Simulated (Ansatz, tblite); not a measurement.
Spin states of Ge₁₀H₁₄, a cluster with a defect cut from the lattice of germanium (two caps of one atom removed), each relaxed with PBE-D4/def2-SVP in Ansatz. Electronic energies in the gas phase.

The xTB rows come from tblite. Correlated methods freeze 90 core orbitals; core or outer-core shells of Ge are correlated, in sets that lack core-valence functions. Single mean-field runs in def2-TZVP are fitted with def2-universal-jkfit.

Singlet geometry (C2v within 0.1 Å):

```xyz
24

Ge    1.099    2.549   -0.136
Ge   -2.088    0.514   -1.444
Ge    1.639   -0.785   -2.103
Ge    2.804   -0.687    1.930
Ge   -0.608   -2.670    0.477
Ge   -1.147    0.663    2.443
Ge    0.205    1.188   -1.958
Ge    1.201    1.222    1.940
Ge   -2.078   -0.727    0.663
Ge    1.712   -1.941    0.074
H     0.214    3.806    0.124
H     2.526    3.048   -0.514
H    -2.999    1.771   -1.319
H    -2.653   -0.378   -2.588
H     3.077   -0.350   -2.517
H     1.123   -1.788   -3.179
H    -1.043   -3.607   -0.690
H    -0.677   -3.498    1.796
H    -1.947    1.990    2.609
H    -1.227   -0.107    3.796
H     0.255    1.987   -3.298
H     1.623    2.244    3.053
H    -3.524   -1.182    1.038
H     2.512   -3.262   -0.197
```

Triplet geometry (C2v within 0.1 Å):

Cartesian coordinates in Å:
```
Ge 0.4712 -2.3938 -1.5221
Ge -2.0385 0.6885 -1.2122
Ge -1.3449 -1.5665 2.0018
Ge 2.5141 -0.8496 1.4956
Ge 0.0400 2.2213 1.8257
Ge 1.8560 1.3937 -1.6976
Ge -1.5686 -1.5852 -0.4362
Ge 2.3351 -0.8978 -0.9501
Ge -0.1924 2.1798 -0.6111
Ge 0.4894 -0.0568 2.6305
H 0.2553 -2.4115 -3.0676
H 0.7958 -3.8440 -1.0608
H -2.2309 0.6871 -2.7573
H -3.3596 1.2015 -0.5672
H -1.0558 -3.0001 2.5332
H -2.6835 -1.0735 2.6345
H -1.2815 2.7605 2.4569
H 1.2005 3.1689 2.2457
H 1.6574 1.4208 -3.2452
H 3.0511 2.3257 -1.3450
H -2.7578 -2.5171 -0.8303
H 3.6646 -1.4131 -1.5815
H -0.5138 3.6221 -1.1156
H 0.6968 -0.0607 4.1760
```

⟨S²⟩: triplet 2.01 at PBE0-D4/def2-TZVP (pure 2.00).

Run but left out: HF/STO-3G (singlet: restricted singlet, unstable in another Hartree–Fock run and untested here); HF/def2-TZVP (singlet: restricted singlet, unstable towards broken spin symmetry).

Only these spin states were relaxed.

(1) Estimate which spin state lies lowest at each of these levels, and by how much: GFN1-xTB; GFN2-xTB; PBE-D4/def2-TZVP; r2SCAN-D4/def2-TZVP; PBE0-D4/def2-TZVP; PBE-QIDH/def2-TZVP; MP2/def2-TZVP.

Answers

(1) 
```tsv
level	triplet − singlet (kJ/mol)	lowest of these	remarks
GFN1-xTB	79.5	singlet	–
GFN2-xTB	162.4	singlet	–
PBE-D4/def2-TZVP	65.5	singlet	–
r2SCAN-D4/def2-TZVP	47.9	singlet	–
PBE0-D4/def2-TZVP	55.0	singlet	–
PBE-QIDH/def2-TZVP	50.2	singlet	–
MP2/def2-TZVP	57.3	singlet	restricted SCF unstable (singlet)
```

Change of the triplet − singlet gap on mixing in exact exchange, in kJ/mol: PBE to PBE0 (25 % exact exchange) -10.5. The xTB methods have no spin-polarisation term.
